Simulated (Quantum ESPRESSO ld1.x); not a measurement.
The run below uses ld1.x (Quantum ESPRESSO 7.5).

```
 &input
    zed=71.0,
    iswitch=1,
    rel=1,
    lsd=1,
    dft='PW',
    config='[Xe] 4f14 6s1 5d0 6p0',
    prefix='ld1',
    max_out_wfc=37,
    file_charge='ld1.rho',
 /
```

Command: `OMP_NUM_THREADS=1 ld1.x < ld1.in > ld1.out`

Standard output:

```
     Program LD1 v.7.5 starts

     --------------------------- All-electron run ----------------------------

     scalar relativistic calculation

     atomic number is 71.00
     dft =PW   lsd =1 sic =0 latt =0  beta=0.20 tr2=1.0E-14
     Exchange-correlation= PW
                           (   1   4   0   0   0   0   0)
     mesh =2109 r(mesh) =  99.61573 a.u. xmin = -8.00 dx = 0.00800
     1 Ry =  13.60569312 eV, c = 137.03599908

     n l     nl                  e(Ry)          e(Ha)          e(eV)
     1 0     1S 1( 1.00)     -4645.7700     -2322.8850    -63208.9205
     2 0     2S 1( 1.00)      -791.9669      -395.9834    -10775.2585
     2 1     2P 1( 3.00)      -697.1326      -348.5663     -9484.9718
     3 0     3S 1( 1.00)      -180.4193       -90.2097     -2454.7297
     3 1     3P 1( 3.00)      -151.9657       -75.9829     -2067.5993
     4 0     4S 1( 1.00)       -36.8914       -18.4457      -501.9335
     4 1     4P 1( 3.00)       -27.5516       -13.7758      -374.8582
     3 2     3D 1( 5.00)      -117.7510       -58.8755     -1602.0843
     5 0     5S 1( 1.00)        -5.7848        -2.8924       -78.7066
     5 1     5P 1( 3.00)        -3.6090        -1.8045       -49.1035
     4 2     4D 1( 5.00)       -15.3703        -7.6851      -209.1230
     4 3     4F 1( 7.00)        -2.0015        -1.0007       -27.2317
     6 0     6S 1( 1.00)        -1.3453        -0.6726       -18.3036
     5 2     5D 1( 0.00)        -1.2753        -0.6377       -17.3518
     6 1     6P 1( 0.00)        -0.9384        -0.4692       -12.7671
     1 0     1S 2( 1.00)     -4645.7687     -2322.8843    -63208.9031
     2 0     2S 2( 1.00)      -791.9661      -395.9831    -10775.2484
     2 1     2P 2( 3.00)      -697.1319      -348.5659     -9484.9622
     3 0     3S 2( 1.00)      -180.4189       -90.2094     -2454.7240
     3 1     3P 2( 3.00)      -151.9653       -75.9827     -2067.5937
     4 0     4S 2( 1.00)       -36.8908       -18.4454      -501.9243
     4 1     4P 2( 3.00)       -27.5507       -13.7754      -374.8464
     3 2     3D 2( 5.00)      -117.7506       -58.8753     -1602.0779
     5 0     5S 2( 1.00)        -5.7786        -2.8893       -78.6225
     5 1     5P 2( 3.00)        -3.5973        -1.7986       -48.9431
     4 2     4D 2( 5.00)       -15.3690        -7.6845      -209.1062
     4 3     4F 2( 7.00)        -1.9984        -0.9992       -27.1897
     6 0     6S 2( 0.00)        -1.2733        -0.6367       -17.3244
     5 2     5D 2( 0.00)        -1.2313        -0.6157       -16.7531
     6 1     6P 2( 0.00)        -0.8741        -0.4370       -11.8924

     final scf error:  6.4E-15 reached in  36 iterations

     Etot =  -29107.588462 Ry,  -14553.794231 Ha, -396028.916162 eV
     Total magnetization:    1.00 Bohr mag.

     Ekin =   31802.203051 Ry,   15901.101525 Ha,  432691.015345 eV
     Encl =  -71662.320690 Ry,  -35831.160345 Ha, -975015.543796 eV
     Eh   =   11334.254120 Ry,    5667.127060 Ha,  154210.383339 eV
     Exc  =    -581.724942 Ry,    -290.862471 Ha,   -7914.771049 eV

     normalization and overlap integrals

     s(1S/1S) =  1.000000  <r> =   0.0193  <r2> =    0.0005  r(max) =   0.0121
     s(1S/2S) = -0.029060
     s(1S/3S) = -0.012692
     s(1S/4S) = -0.006168
     s(1S/5S) = -0.002486
     s(1S/6S) = -0.000911
     s(2S/2S) =  1.000000  <r> =   0.0819  <r2> =    0.0079  r(max) =   0.0692
     s(2S/3S) = -0.008062
     s(2S/4S) = -0.003741
     s(2S/5S) = -0.001495
     s(2S/6S) = -0.000547
     s(2P/2P) =  1.000000  <r> =   0.0729  <r2> =    0.0065  r(max) =   0.0567
     s(2P/3P) = -0.006417
     s(2P/4P) = -0.002810
     s(2P/5P) = -0.000992
     s(2P/6P) = -0.000360
     s(3S/3S) =  1.000000  <r> =   0.2128  <r2> =    0.0518  r(max) =   0.1958
     s(3S/4S) = -0.002685
     s(3S/5S) = -0.001039
     s(3S/6S) = -0.000379
     s(3P/3P) =  1.000000  <r> =   0.2125  <r2> =    0.0523  r(max) =   0.1927
     s(3P/4P) = -0.002271
     s(3P/5P) = -0.000778
     s(3P/6P) = -0.000281
     s(4S/4S) =  1.000000  <r> =   0.4782  <r2> =    0.2583  r(max) =   0.4463
     s(4S/5S) = -0.000714
     s(4S/6S) = -0.000257
     s(4P/4P) =  1.000000  <r> =   0.5082  <r2> =    0.2940  r(max) =   0.4683
     s(4P/5P) = -0.000540
     s(4P/6P) = -0.000193
     s(3D/3D) =  1.000000  <r> =   0.1925  <r2> =    0.0435  r(max) =   0.1578
     s(3D/4D) = -0.001638
     s(3D/5D) = -0.000353
     s(5S/5S) =  1.000000  <r> =   1.1676  <r2> =    1.5351  r(max) =   1.0422
     s(5S/6S) = -0.000133
     s(5P/5P) =  1.000000  <r> =   1.3817  <r2> =    2.1701  r(max) =   1.1940
     s(5P/6P) = -0.000091
     s(4D/4D) =  1.000000  <r> =   0.5479  <r2> =    0.3487  r(max) =   0.4797
     s(4D/5D) = -0.000264
     s(4F/4F) =  1.000000  <r> =   0.7200  <r2> =    0.6848  r(max) =   0.4683
     s(6S/6S) =  1.000000  <r> =   3.0227  <r2> =   10.1988  r(max) =   2.7219
     s(5D/5D) =  1.000000  <r> =   2.1889  <r2> =    5.6186  r(max) =   1.7114
     s(6P/6P) =  1.000000  <r> =   3.7057  <r2> =   15.3464  r(max) =   3.3512
     s(1S/1S) =  1.000000  <r> =   0.0193  <r2> =    0.0005  r(max) =   0.0121
     s(1S/2S) = -0.029060
     s(1S/3S) = -0.012692
     s(1S/4S) = -0.006169
     s(1S/5S) = -0.002488
     s(1S/6S) = -0.000915
     s(2S/2S) =  1.000000  <r> =   0.0819  <r2> =    0.0079  r(max) =   0.0692
     s(2S/3S) = -0.008062
     s(2S/4S) = -0.003741
     s(2S/5S) = -0.001496
     s(2S/6S) = -0.000549
     s(2P/2P) =  1.000000  <r> =   0.0729  <r2> =    0.0065  r(max) =   0.0567
     s(2P/3P) = -0.006417
     s(2P/4P) = -0.002810
     s(2P/5P) = -0.000995
     s(2P/6P) = -0.000348
     s(3S/3S) =  1.000000  <r> =   0.2128  <r2> =    0.0518  r(max) =   0.1958
     s(3S/4S) = -0.002685
     s(3S/5S) = -0.001040
     s(3S/6S) = -0.000380
     s(3P/3P) =  1.000000  <r> =   0.2125  <r2> =    0.0523  r(max) =   0.1927
     s(3P/4P) = -0.002271
     s(3P/5P) = -0.000781
     s(3P/6P) = -0.000272
     s(4S/4S) =  1.000000  <r> =   0.4782  <r2> =    0.2583  r(max) =   0.4463
     s(4S/5S) = -0.000715
     s(4S/6S) = -0.000258
     s(4P/4P) =  1.000000  <r> =   0.5082  <r2> =    0.2940  r(max) =   0.4683
     s(4P/5P) = -0.000542
     s(4P/6P) = -0.000187
     s(3D/3D) =  1.000000  <r> =   0.1925  <r2> =    0.0435  r(max) =   0.1578
     s(3D/4D) = -0.001638
     s(3D/5D) = -0.000362
     s(5S/5S) =  1.000000  <r> =   1.1663  <r2> =    1.5311  r(max) =   1.0422
     s(5S/6S) = -0.000134
     s(5P/5P) =  1.000000  <r> =   1.3762  <r2> =    2.1505  r(max) =   1.1940
     s(5P/6P) = -0.000089
     s(4D/4D) =  1.000000  <r> =   0.5479  <r2> =    0.3487  r(max) =   0.4797
     s(4D/5D) = -0.000271
     s(4F/4F) =  1.000000  <r> =   0.7180  <r2> =    0.6787  r(max) =   0.4683
     s(6S/6S) =  1.000000  <r> =   3.0350  <r2> =   10.3185  r(max) =   2.7002
     s(5D/5D) =  1.000000  <r> =   2.1504  <r2> =    5.4310  r(max) =   1.6842
     s(6P/6P) =  1.000000  <r> =   3.7964  <r2> =   16.1523  r(max) =   3.4053

     ------------------------ End of All-electron run ------------------------
```

Run on one thread of a shared host, so times are rough (Intel(R) Xeon(R) Processor @ 2.60GHz): 0.98 s of CPU time, 1.8 s wall, 36 iterations on 2109 mesh points.
